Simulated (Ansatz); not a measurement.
One change: `[F][Sn]([F])([F])[SH]` becomes `[F][Sn]([F])([F])[F]`.

Ansatz, PBE0-D4/def2-TZVP geometries, multiplicity 1. Each molecule was computed in one conformer, which needn't be the lowest.

Elements past krypton have def2 core potentials.

```csv
property,`[F][Sn]([F])([F])[SH]`
HOMO energy (ωB97M-V/def2-TZVPP) / eV,-11.24
size of the dipole moment (ωB97M-V/def2-TZVPP) / D,3.21
HOMO–LUMO gap (PBE/def2-TZVPP) / eV,3.80
LUMO energy (PBE0/def2-TZVPP) / eV,-2.92
HOMO–LUMO gap (B3LYP/def2-TZVPP) / eV,5.49
HOMO–LUMO gap (PBE0/def2-TZVPP) / eV,6.09
```

(1) Give the same properties after the change, and the shifts. (Best estimate.)

Answers

(1) Computed: 
```csv
property,`[F][Sn]([F])([F])[F]`,shift
HOMO energy (ωB97M-V/def2-TZVPP) / eV,-14.97,-3.73
size of the dipole moment (ωB97M-V/def2-TZVPP) / D,0.00,-3.21
HOMO–LUMO gap (PBE/def2-TZVPP) / eV,5.65,1.85
LUMO energy (PBE0/def2-TZVPP) / eV,-3.61,-0.69
HOMO–LUMO gap (B3LYP/def2-TZVPP) / eV,8.09,2.60
HOMO–LUMO gap (PBE0/def2-TZVPP) / eV,8.82,2.73
```

With PBE0 the HOMO falls by 3.42 eV and the LUMO falls by 0.69 eV, so the gap widens by about 2.73 eV. PBE moves the HOMO by -2.59 eV and ωB97M-V by -3.73 eV.

B3LYP here is the variant with VWN-RPA as its local correlation; programs differ in this.
